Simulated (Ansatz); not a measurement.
Relaxation of ClFGeH4 (7 atoms, charge 0, multiplicity 1), to a largest force component of 0.03 eV/Å in at most 50 steps.

All numbers below come from RKS r2SCAN-D4/def2-SVP (Ansatz).

```xyz
7
Properties=species:S:1:pos:R:3:forces:R:3
Ge -0.910 -0.303 0.085 0.03 -0.10 0.04
F 0.578 -1.130 0.554 0.03 0.17 -0.09
H -0.753 0.086 -1.384 -0.01 -0.01 0.00
H -1.059 0.893 1.027 0.01 0.00 -0.01
H -2.009 -1.352 0.296 0.00 0.01 0.01
H 2.107 0.297 -0.041 -0.15 0.43 -0.17
Cl 2.046 1.509 -0.537 0.09 -0.50 0.22
```

Question: Where does it end, and by what steps?

Answer: The forces met the threshold. After 5 steps the energy has fallen by 0.052 eV; H6 moved furthest, 0.24 Å.

```tsv
step	energy less start (eV)	largest force component (eV/Å)	accepted
0	0.0000	0.496	yes
1	-0.0031	1.251	yes
2	0.0264	0.751	no
3	-0.0469	0.160	yes
4	-0.0500	0.093	yes
5	-0.0517	0.006	yes
```

```xyz
7
Properties=species:S:1:pos:R:3
Ge -0.916 -0.290 0.061
F 0.663 -1.002 0.431
H -0.879 0.067 -1.424
H -1.060 0.918 0.985
H -1.913 -1.407 0.380
H 1.876 0.270 0.002
Cl 2.229 1.445 -0.435
```

The run took 7.5 s on 2 threads of Intel(R) Xeon(R) 6975P-C (Granite Rapids), with other jobs on the host, peak memory 0.16 GiB.
